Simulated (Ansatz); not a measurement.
A first, cheap relaxation of `C[B]1O[CH2][GeH2]1`.

```yaml
crystal:
  periodic: [false, false, false]
  atoms:
    - {symbol: C, position_ang: [-1.796100, -0.189700, 0.919000]}
    - {symbol: B, position_ang: [-0.294200, -0.238600, 0.608700]}
    - {symbol: O, position_ang: [0.819500, 0.653900, 0.982000]}
    - {symbol: C, position_ang: [1.687200, 0.689500, -0.174800]}
    - {symbol: Ge, position_ang: [0.676100, -0.631300, -1.160900]}
    - {symbol: H, position_ang: [-2.070000, 0.835600, 1.405300]}
    - {symbol: H, position_ang: [-2.115500, -0.980800, 1.573800]}
    - {symbol: H, position_ang: [-2.371100, -0.190800, -0.052000]}
    - {symbol: H, position_ang: [2.662000, 0.381100, 0.074600]}
    - {symbol: H, position_ang: [1.558900, 1.677500, -0.633700]}
    - {symbol: H, position_ang: [-0.070200, -0.061400, -2.365800]}
    - {symbol: H, position_ang: [1.390400, -2.000200, -1.142200]}
basis:
  gaussian: {orbitals: def2-SVP}
hamiltonian: {xc: pbe, dispersion: d4}
relax: {f_tol: 0.03, max_steps: 200}
```

```sh
$ ansatz run in.yaml --threads 4 --pin off --events-out ev --progress --plain --max-ram 10444MiB
```

Shortened log:

```
Functional definition: PBE
mean field -61403.30322441 eV, -2256.5297728433 hartree, gradient 6.1e-5 eV, S^2 0.000000; 0 other end points of the search recorded, 0 dependent functions left out
relax step   1: F+E_penalty+E_count = -61403.54869006 eV  Δ(F+E_penalty+E_count) = +0.000e0 eV  max|allowed force component| = 2.699e0 eV/Å  Δτ_max = 0.0000 Å  (29 SCF iters, accepted)
mean field -61403.97382597 eV, -2256.5544169961 hartree, gradient 1.0e-5 eV, S^2 0.000000; 0 other end points of the search recorded, 0 dependent functions left out
relax step   2: F+E_penalty+E_count = -61404.21489674 eV  Δ(F+E_penalty+E_count) = -6.662e-1 eV  max|allowed force component| = 1.648e0 eV/Å  Δτ_max = 0.1991 Å  (29 SCF iters, accepted)
mean field -61404.18052017 eV, -2256.5620128678 hartree, gradient 7.0e-6 eV, S^2 0.000000; 0 other end points of the search recorded, 0 dependent functions left out
relax step   3: F+E_penalty+E_count = -61404.41930915 eV  Δ(F+E_penalty+E_count) = -2.044e-1 eV  max|allowed force component| = 7.333e-1 eV/Å  Δτ_max = 0.1950 Å  (30 SCF iters, accepted)
mean field -61404.26206978 eV, -2256.5650097608 hartree, gradient 1.0e-5 eV, S^2 0.000000; 0 other end points of the search recorded, 0 dependent functions left out
relax step   4: F+E_penalty+E_count = -61404.49911283 eV  Δ(F+E_penalty+E_count) = -7.980e-2 eV  max|allowed force component| = 3.463e-1 eV/Å  Δτ_max = 0.1997 Å  (28 SCF iters, accepted)
mean field -61404.30384551 eV, -2256.5665449903 hartree, gradient 1.2e-5 eV, S^2 0.000000; 0 other end points of the search recorded, 0 dependent functions left out
relax step   5: F+E_penalty+E_count = -61404.54117422 eV  Δ(F+E_penalty+E_count) = -4.206e-2 eV  max|allowed force component| = 1.673e-1 eV/Å  Δτ_max = 0.1445 Å  (29 SCF iters, accepted)
mean field -61404.30736399 eV, -2256.5666742921 hartree, gradient 1.5e-5 eV, S^2 0.000000; 0 other end points of the search recorded, 0 dependent functions left out
relax step   6: F+E_penalty+E_count = -61404.54501825 eV  Δ(F+E_penalty+E_count) = -3.844e-3 eV  max|allowed force component| = 2.783e-2 eV/Å  Δτ_max = 0.0530 Å  (28 SCF iters, accepted)
mean field -61404.30736399 eV, -2256.5666742921 hartree, gradient 1.5e-5 eV, S^2 0.000000; 1 other end points of the search recorded, 0 dependent functions left out
Total energy: -61404.54505762 eV, -2256.5754093718 hartree
Atom 0 at    -1.852200    -0.117579     1.050172 Å, force     0.015904     0.015382    -0.011593 eV/Å
Atom 1 at    -0.470903     0.025699     0.339737 Å, force    -0.002665    -0.010397     0.011328 eV/Å
Atom 2 at     0.516517     0.888263     0.735011 Å, force    -0.027830    -0.008220    -0.002025 eV/Å
Atom 3 at     1.642898     0.713155    -0.183820 Å, force     0.018921     0.000052    -0.019468 eV/Å
Atom 4 at     0.675042    -0.707176    -1.258227 Å, force     0.022244     0.016023    -0.011375 eV/Å
Atom 5 at    -1.987707     0.614375     1.872640 Å, force    -0.010455    -0.022038    -0.002535 eV/Å
Atom 6 at    -1.959470    -1.144809     1.461732 Å, force    -0.006938     0.008440     0.007968 eV/Å
Atom 7 at    -2.678254    -0.000649     0.316877 Å, force    -0.011230     0.005617     0.017207 eV/Å
Atom 8 at     2.539205     0.396670     0.386851 Å, force     0.003909    -0.000714     0.005773 eV/Å
Atom 9 at     1.856583     1.675530    -0.691273 Å, force     0.004919     0.003954    -0.000771 eV/Å
Atom 10 at     0.417537    -0.304736    -2.738140 Å, force    -0.001732    -0.004023    -0.000247 eV/Å
Atom 11 at     1.377751    -2.093943    -1.257560 Å, force    -0.005047    -0.004075     0.005737 eV/Å
Dipole moment:    -0.009224    -0.037115    -0.028557 e Å
```

Run time 7.5 s (4 threads of an AMD EPYC 7B13 on a shared host); peak host memory 0.2 GiB.
